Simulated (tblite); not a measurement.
Species: C2H9ClGeSi2.
Bonds: Cl1–Ge2, Ge2–C3, C3–Si4, Si4–C5, C5–Si6, C3–Si6. Hydrogens: H7, H8 on Ge2; H9 on C3; H10, H11 on Si4; H12, H13 on C5; H14, H15 on Si6.

Computed with GFN2-xTB (tblite), gas phase: L-BFGS steps from a force-field or distance-geometry start until the largest atomic force falls under 0.01 eV/Å.

Step 35: E = -511.8662 eV
```
atom  x, y, z in Å  |  force x, y, z in eV/Å
Cl1     1.8356    1.3661    1.7159    0.050  -0.049  -0.026
Ge2     2.1162   -0.0444    0.1689    0.027   0.017   0.072
C3      0.4293   -0.3693   -0.7864   -0.024   0.010   0.015
Si4    -0.7347    1.1639   -0.8570   -0.027   0.003  -0.006
C5     -1.7107    0.3441    0.5785   -0.021  -0.014  -0.012
Si6    -0.8131   -1.3280    0.3280    0.028  -0.048  -0.012
H7      3.2539    0.4967   -0.6936   -0.015  -0.001   0.006
H8      2.6538   -1.2909    0.8662    0.021   0.020  -0.037
H9      0.6722   -0.8333   -1.7398   -0.035   0.013   0.007
H10    -1.4980    1.1962   -2.1119    0.051   0.001   0.038
H11    -0.1155    2.4666   -0.5992   -0.055  -0.031  -0.022
H12    -2.7926    0.3233    0.4876    0.013   0.034  -0.013
H13    -1.4825    0.7918    1.5442   -0.012  -0.003  -0.045
H14    -0.2359   -1.9600    1.5196   -0.036  -0.006  -0.003
H15    -1.5825   -2.3148   -0.4430    0.037   0.053   0.038
```

Step 36: E = -511.8674 eV
```
atom  x, y, z in Å  |  force x, y, z in eV/Å
Cl1     1.8427    1.3612    1.7201    0.057  -0.058  -0.033
Ge2     2.1188   -0.0449    0.1675   -0.009   0.025   0.061
C3      0.4270   -0.3659   -0.7837    0.031  -0.020   0.042
Si4    -0.7347    1.1661   -0.8567   -0.047  -0.017   0.019
C5     -1.7158    0.3455    0.5752   -0.014  -0.056  -0.011
Si6    -0.8124   -1.3267    0.3321    0.005  -0.030  -0.019
H7      3.2512    0.4964   -0.7006   -0.007   0.006   0.008
H8      2.6575   -1.2961    0.8538    0.025   0.017  -0.025
H9      0.6721   -0.8325   -1.7348   -0.043   0.011  -0.015
H10    -1.4886    1.1983   -2.1152    0.031   0.007   0.015
H11    -0.1178    2.4661   -0.5905   -0.040   0.001  -0.020
H12    -2.7975    0.3180    0.4792    0.023   0.047  -0.010
H13    -1.4933    0.7935    1.5422   -0.020   0.001  -0.051
H14    -0.2359   -1.9519    1.5282   -0.041  -0.003  -0.014
H15    -1.5777   -2.3190   -0.4387    0.049   0.067   0.053
```

**Question.** Estimate the geometry and energy of step 37. (The exact step hangs on the optimiser's Hessian estimate; all steps are aligned on step 36, rigid shifts and turns removed.)

**Answer.** E = -511.8688 eV, largest force 0.115 eV/Å
```
atom  x, y, z in Å  |  force x, y, z in eV/Å
Cl1     1.8525    1.3529    1.7243    0.061  -0.053  -0.023
Ge2     2.1223   -0.0458    0.1661   -0.045   0.023   0.023
C3      0.4244   -0.3620   -0.7796    0.084  -0.048   0.063
Si4    -0.7353    1.1691   -0.8554   -0.052  -0.043   0.044
C5     -1.7237    0.3460    0.5699   -0.003  -0.092  -0.008
Si6    -0.8110   -1.3254    0.3380   -0.013   0.004  -0.017
H7      3.2483    0.4960   -0.7094    0.000   0.015   0.011
H8      2.6637   -1.3027    0.8366    0.030   0.009  -0.007
H9      0.6695   -0.8312   -1.7291   -0.048   0.010  -0.029
H10    -1.4757    1.2049   -2.1191    0.005   0.011  -0.016
H11    -0.1202    2.4656   -0.5790   -0.024   0.037  -0.014
H12    -2.8045    0.3113    0.4653    0.029   0.055  -0.004
H13    -1.5098    0.7956    1.5383   -0.030   0.004  -0.054
H14    -0.2354   -1.9406    1.5403   -0.044   0.001  -0.024
H15    -1.5697   -2.3257   -0.4291    0.051   0.068   0.055
```

The energy changes by -0.0014 eV. The first-order estimate −F·Δx gives -0.0019 eV and the mean of the old and new forces, exact on a quadratic surface, -0.0015 eV. The step makes an angle of 79° with the force vector and moves no atom by more than 0.019 Å.

The cost below is that of the whole relaxation. On one thread of an Arm Neoverse N1, no GPU, shared host, this took 1.8 s wall.
